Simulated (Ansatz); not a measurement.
Two isomers of C4H7B: A = `C#CBCC`, B = `C=CBC=C`.

Program: Ansatz. Geometries: PBE0-D4/def2-TZVP. ΔE: electronic, gas phase. CCSD(T)/CBS is the MP2 limit (def2-TZVPP, def2-QZVPP) plus CCSD(T) − MP2 in def2-TZVPP, frozen cores. Functionals use def2-TZVPP. Each species was taken in one conformer, which may not be the lowest.

Q: Which is lower in electronic energy at CCSD(T)/CBS, and by how much? (Best estimate.)

A: Ansatz gave: B, by 9.0 kcal/mol.

Q: Give E(B) − E(A) in kcal/mol with B2PLYP, MP2/def2-TZVPP, PBE-D4, ωB97M-V, HF/def2-TZVPP, PBE0-D4, CCSD/def2-TZVPP. (An estimate is asked.)

A: Ansatz gave: B2PLYP -9.0, MP2/def2-TZVPP -6.3, PBE-D4 -10.3, ωB97M-V -9.0, HF/def2-TZVPP -11.0, PBE0-D4 -10.2, CCSD/def2-TZVPP -8.9. None reverses the order clearly.

Largest T1 diagnostic: 0.012.

In def2-TZVPP, CCSD(T) changes the Hartree–Fock value by +1.8 kcal/mol (the triples alone add −0.3 kcal/mol) and MP2 by +4.7 kcal/mol.
